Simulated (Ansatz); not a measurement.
Stretching the B1–H2 bond in CH5BSe (SMILES CB[SeH]) (multiplicity 1 held, fragments rigid). Energies count from the point at 1.189 Å.
Geometry at that point (charge 0, multiplicity 1):
```tsv
atom	x (Å)	y (Å)	z (Å)
B	-0.1528	-0.5534	1.0626
H	-1.1320	-0.5894	1.7355
C	1.1691	-1.2645	1.4816
H	0.9786	-2.3331	1.6320
H	1.4936	-0.8885	2.4585
H	2.0000	-1.1608	0.7826
Se	-0.2340	0.4253	-0.5976
H	-1.6347	0.8649	-0.4932
```

Signs of static correlation in cc-pVTZ, with CASSCF(2,2), from Ansatz (a quantum-chemistry and plane-wave program) runs.

```tsv
R (Å)	T1 of restricted CCSD	⟨S²⟩ of UHF	largest double amplitude of restricted CCSD	weight of the CASSCF reference in MRCISD	CASSCF natural occupations
0.951	0.014	0.000	0.044	0.872	1.99 0.01
1.070	0.014	0.000	0.044	0.872	1.99 0.01
1.189	0.014	0.000	0.044	0.871	1.98 0.02
1.307	0.014	0.000	0.045	0.871	1.98 0.02
1.426	0.014	0.000	0.045	0.871	1.97 0.03
1.605	0.015	0.000	0.045	0.871	1.95 0.05
1.783	0.016	0.000	0.046	0.871	1.92 0.08
2.080	0.020	[?]	0.139	0.871	1.86 0.14
2.377	0.027	0.736	[?]	0.871	1.76 0.24
2.734	0.040	0.901	0.365	0.871	1.59 0.41
3.209	0.063	0.976	0.551	0.872	1.36 0.64
3.804	0.088	1.000	0.770	0.872	1.17 0.83
```

### Question
Complete the blanks.

### Answer

- 2.080, ⟨S²⟩ of UHF: 0.412
- 2.377, largest double amplitude of restricted CCSD: 0.240

Doubts at one or more of the structures used: a restricted determinant that unrestricted orbitals would lower (R-CCSD(T)/cc-pVTZ); other coupled-cluster roots lie near (R-CCSD(T)/cc-pVTZ); T1 above 0.05 (R-CCSD(T)/cc-pVTZ, U-CCSD(T)/cc-pVTZ); a spin-contaminated determinant (U-CCSD(T)/cc-pVTZ).
